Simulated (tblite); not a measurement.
Species: C7H4FNS.
Numbering: `[F:1][c:2]1[cH:3][cH:4][c:5]2[n:6][cH:7][s:8][c:9]2[cH:10]1` (hydrogens: H11 on C3; H12 on C4; H13 on C7; H14 on C10)

Computed with GFN2-xTB (tblite), gas phase: Langevin dynamics at 300 K from the optimised GFN2-xTB geometry, time step 0.5 fs, friction 0.01 fs⁻¹, 2000 steps. The instantaneous temperature is 2·E(kin)/(3Nk) with all 3N coordinates.

| t (fs) | T (K) | E(pot) above start (eV) | F1–C2 (Å) | C2–C3 (Å) | C3–C4 (Å) | C4–C5 (Å) | C5–N6 (Å) | C3–H11 (Å) |
| --- | --- | --- | --- | --- | --- | --- | --- | --- |
| 0 | 232 | 0.000 | 1.347 | 1.393 | 1.377 | 1.393 | 1.365 | 1.078 |
| 25 | 109 | 0.369 | 1.356 | 1.414 | 1.382 | 1.372 | 1.368 | 1.147 |
| 50 | 250 | 0.249 | 1.339 | 1.399 | 1.397 | 1.385 | 1.376 | 1.036 |
| 75 | 226 | 0.285 | 1.373 | 1.390 | 1.390 | 1.376 | 1.347 | 1.111 |
| 100 | 186 | 0.343 | 1.358 | 1.358 | 1.381 | 1.402 | 1.391 | 1.113 |
| 125 | 174 | 0.497 | 1.353 | 1.378 | 1.374 | 1.378 | 1.387 | 1.024 |
| 150 | 198 | 0.497 | 1.363 | 1.390 | 1.355 | 1.396 | 1.356 | 1.116 |
| 175 | 314 | 0.391 | 1.386 | 1.395 | 1.359 | 1.412 | 1.359 | 1.109 |
| 200 | 318 | 0.428 | 1.362 | 1.393 | 1.367 | 1.417 | 1.373 | 1.059 |
| 225 | 284 | 0.339 | 1.343 | 1.376 | 1.383 | 1.410 | 1.384 | 1.084 |
| 250 | 318 | 0.347 | 1.349 | 1.418 | 1.416 | 1.426 | 1.400 | 1.075 |
| 275 | 297 | 0.362 | 1.335 | 1.407 | 1.402 | 1.377 | 1.379 | 1.086 |
| 300 | 298 | 0.392 | 1.313 | 1.419 | 1.393 | 1.383 | 1.398 | 1.062 |
| 325 | 236 | 0.503 | 1.351 | 1.404 | 1.366 | 1.382 | 1.367 | 1.064 |
| 350 | 281 | 0.575 | 1.330 | 1.377 | 1.378 | 1.416 | 1.416 | 1.102 |
| 375 | 342 | 0.440 | 1.368 | 1.432 | 1.376 | 1.365 | 1.381 | 1.096 |
| 400 | 417 | 0.302 | 1.324 | 1.432 | 1.367 | 1.380 | 1.369 | 1.049 |
| 425 | 288 | 0.411 | 1.302 | 1.380 | 1.396 | 1.390 | 1.380 | 1.134 |
| 450 | 270 | 0.502 | 1.321 | 1.372 | 1.411 | 1.397 | 1.385 | 1.095 |
| 475 | 371 | 0.489 | 1.328 | 1.421 | 1.394 | 1.377 | 1.384 | 1.015 |
| 500 | 388 | 0.552 | 1.329 | 1.402 | 1.347 | 1.390 | 1.349 | 1.134 |
| 525 | 299 | 0.616 | 1.372 | 1.399 | 1.346 | 1.400 | 1.355 | 1.143 |
| 550 | 361 | 0.584 | 1.360 | 1.380 | 1.425 | 1.406 | 1.373 | 1.030 |
| 575 | 471 | 0.522 | 1.359 | 1.372 | 1.462 | 1.397 | 1.332 | 1.107 |
| 600 | 369 | 0.702 | 1.292 | 1.424 | 1.422 | 1.389 | 1.322 | 1.149 |
| 625 | 332 | 0.596 | 1.303 | 1.462 | 1.386 | 1.393 | 1.343 | 1.041 |
| 650 | 369 | 0.710 | 1.329 | 1.451 | 1.345 | 1.460 | 1.350 | 1.101 |
| 675 | 351 | 0.543 | 1.308 | 1.368 | 1.340 | 1.419 | 1.363 | 1.138 |
| 700 | 334 | 0.528 | 1.393 | 1.419 | 1.344 | 1.434 | 1.320 | 1.047 |
| 725 | 339 | 0.572 | 1.390 | 1.435 | 1.376 | 1.413 | 1.371 | 1.066 |
| 750 | 221 | 0.895 | 1.336 | 1.392 | 1.369 | 1.355 | 1.375 | 1.145 |
| 775 | 343 | 0.544 | 1.352 | 1.386 | 1.329 | 1.415 | 1.362 | 1.068 |
| 800 | 410 | 0.467 | 1.391 | 1.423 | 1.338 | 1.428 | 1.384 | 1.034 |
| 825 | 255 | 0.637 | 1.312 | 1.396 | 1.317 | 1.411 | 1.384 | 1.139 |
| 850 | 303 | 0.495 | 1.363 | 1.406 | 1.340 | 1.395 | 1.377 | 1.092 |
| 875 | 248 | 0.525 | 1.369 | 1.390 | 1.394 | 1.397 | 1.371 | 1.061 |
| 900 | 289 | 0.384 | 1.352 | 1.396 | 1.368 | 1.402 | 1.333 | 1.088 |
| 925 | 269 | 0.340 | 1.342 | 1.397 | 1.345 | 1.435 | 1.321 | 1.096 |
| 950 | 202 | 0.577 | 1.368 | 1.427 | 1.349 | 1.439 | 1.345 | 1.081 |
| 975 | 397 | 0.334 | 1.332 | 1.425 | 1.371 | 1.387 | 1.341 | 1.064 |
| 1000 | 314 | 0.630 | 1.356 | 1.426 | 1.377 | 1.382 | 1.349 | 1.079 |

Task: From 500 fs on, how do temperature and potential energy compare with equipartition?

Result: The mean temperature of these 21 frames is 327 K against the target 300 K, and the mean potential energy 0.56 eV against 36 × kT/2 = 0.47 eV for 36 classical harmonic modes. For 14 atoms in a canonical ensemble the temperature itself scatters by T·√(2/(3N)) = 65 K; here its standard deviation is 64 K. The whole run lasts only 10 friction times of 100 fs, so these averages carry a wide statistical error.

Task: What are the kinetic and total energies of the listed frame with the highest potential energy?

Result: The one at 750 fs, 0.895 eV above the start. Its kinetic energy is 3NkT/2 = 0.400 eV at 221 K, so the sum is 1.30 eV; over the listed frames the sum runs from 0.42 to 1.38 eV, since the thermostat adds and removes energy.

Task: How much do the listed bonds fluctuate from 500 fs on?

Result: 
| bond | at the start (Å) | mean (Å) | standard deviation (Å) |
| --- | --- | --- | --- |
| F1–C2 | 1.347 | 1.348 | 0.028 |
| C2–C3 | 1.393 | 1.408 | 0.024 |
| C3–C4 | 1.377 | 1.366 | 0.035 |
| C4–C5 | 1.393 | 1.407 | 0.023 |
| C5–N6 | 1.365 | 1.353 | 0.020 |
| C3–H11 | 1.078 | 1.091 | 0.038 |

The motion is classical and holds no zero-point motion.

The cost below is that of the whole dynamics run. On one thread, Arm Neoverse V2 (aarch64), shared host with 32 logical CPUs at a one-minute load of 22, this took 11 s and 0.18 GiB of memory at its peak.
